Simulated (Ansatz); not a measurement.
Ansatz (a quantum-chemistry and plane-wave program) input:
A basis named .json is the Basis Set Exchange file of that set.

Ansatz 0.2 input:
```yaml
crystal:
  periodic: [false, false, false]
  atoms:
    - {symbol: F, position_ang: [-1.96370740, -1.24484609, 0.12168924]}
    - {symbol: C, position_ang: [-0.84251715, -0.54383728, 0.05207836]}
    - {symbol: C, position_ang: [-0.73211412, 0.80276149, 0.06249174]}
    - {symbol: S, position_ang: [0.89563320, 1.30758084, -0.04550211]}
    - {symbol: C, position_ang: [1.33972819, -0.36474339, -0.09943092]}
    - {symbol: N, position_ang: [0.34015321, -1.20137769, -0.04023161]}
    - {symbol: H, position_ang: [2.37158155, -0.67311986, -0.17638328]}
basis:
  gaussian:
    orbitals: cc-pV_T+d_Z.json
magnetization: {spin_polarized: true, initial_magnetization: 1}
correlation: {method: ccsd_t, electrons: outside_noble_gas}
```

Question: Predict the final energy.

Answer: -666.72756 Eh (CCSD(T)/cc-pV(T+d)Z). The basis has 203 functions.

It need not be the lowest isomer of its formula.

The determinant is spin-contaminated: <S^2> is 1.14 against 0.75 for a pure state.
